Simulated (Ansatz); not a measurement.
Bi₂Te₃⁻, relaxed as a doublet with UKS r2SCAN-D4/def2-SVPD in Ansatz, starting from the GFN2-xTB geometry. Force threshold 0.02 eV/Å.

In the def2 sets Bi, Te take a core potential; there is no spin–orbit coupling. The relaxation made no stability test and no search for a lower SCF solution. The structure comes from a short search, and lower isomers may exist.

Start:

```xyz
5

Bi    0.388   -2.323    0.664
Bi    0.097    1.329   -0.968
Te    2.157   -0.106    0.558
Te   -1.312   -1.225   -1.326
Te   -1.329    2.326    1.072
```

Q: Estimate the energy that the relaxation releases and the steps that it takes.

A: 5.9 kcal/mol, in 12 steps; 1.9 min on 4 threads of Arm Neoverse V2 on a shared host. The force fell under the threshold at step 10, but the optimiser went on. No frequencies were taken in this run, so the end may be a saddle point.

Q: Does the start keep its bonding and symmetry?

A: By distances, no bond broke or formed. The bond that changes most is Bi2–Te3, from 2.94 to 3.03 Å (atoms count from 1). The end is the same structure that another start reached, the lowest one found. Point group Cs at the start, Cs at the end, both within 0.05 Å.

Q: Predict the relaxed structure.

A: 
```tsv
atom	x (Å)	y (Å)	z (Å)
Bi1	0.922	-2.601	-0.155
Bi2	0.007	1.199	-0.725
Te3	2.010	-0.237	1.037
Te4	-1.561	-1.387	-0.900
Te5	-1.378	3.027	0.743
```
Bond lengths (bridged metal pairs left out): 5 × Bi–Te 2.72 to 3.03 Å.
